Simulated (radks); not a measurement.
Calculated with a radial shooting solver on a logarithmic mesh with Libxc functionals: Dirac Kohn-Sham, PBEsol, spin-unpolarised, spherical densities, point nucleus; open shells fill j = l - 1/2 first. Each species is in its NIST ground configuration. Rank Mo, Ru, Zr, Tc, Ag, Rh, Nb, Cd, Pd by radius at which the density is 0.001 e/bohr^3 (bohr), largest first.

Answer. Zr 5.08, Nb 4.82, Tc 4.74, Mo 4.70, Ru 4.50, Rh 4.41, Cd 4.37, Ag 4.25, Pd 4.07.
